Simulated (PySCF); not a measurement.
**Correlation energy of La (lanthanum, neutral)**

[Xe] 5d1 6s1 6p1, one real determinant (an excited configuration). All numbers are calculated (PySCF 2.14, scalar relativity by spin-free X2C-1e, in x2c-TZVPPall (11s7p7d3f1g, 97 functions)). Frozen: [Kr] 4d10; 11 electrons correlated.

MP2 pair energies summed by pair of shells (mhartree):

```json
{"pair": "5p-5p", "energy": "-96.60", "share (%)": "53.3"}
{"pair": "5p-5d", "energy": "-25.58", "share (%)": "14.1"}
{"pair": "5s-5p", "energy": "-25.04", "share (%)": "13.8"}
{"pair": "5p-6s", "energy": "-13.05", "share (%)": "7.2"}
{"pair": "5p-6p", "energy": "-5.65", "share (%)": "3.1"}
{"pair": "5s-5s", "energy": "-5.13", "share (%)": "2.8"}
{"pair": "5d-6s", "energy": "-3.10", "share (%)": "1.7"}
{"pair": "5s-5d", "energy": "-2.46", "share (%)": "1.4"}
{"pair": "5d-6p", "energy": "-2.08", "share (%)": "1.1"}
{"pair": "6s-6p", "energy": "-1.34", "share (%)": "0.7"}
{"pair": "5s-6s", "energy": "-0.90", "share (%)": "0.5"}
{"pair": "5s-6p", "energy": "-0.43", "share (%)": "0.2"}
```

Total MP2 correlation energy: -181.37 mhartree.

Same-spin part -55.11 and opposite-spin part -126.26 mhartree; SCS-MP2 scales them by 1/3 and 6/5 to -169.88 mhartree.

The basis was made for the ground configuration and has no added diffuse functions, which can raise the energy of the promoted electron.

The reference is one real determinant that mixes LS terms of this configuration.
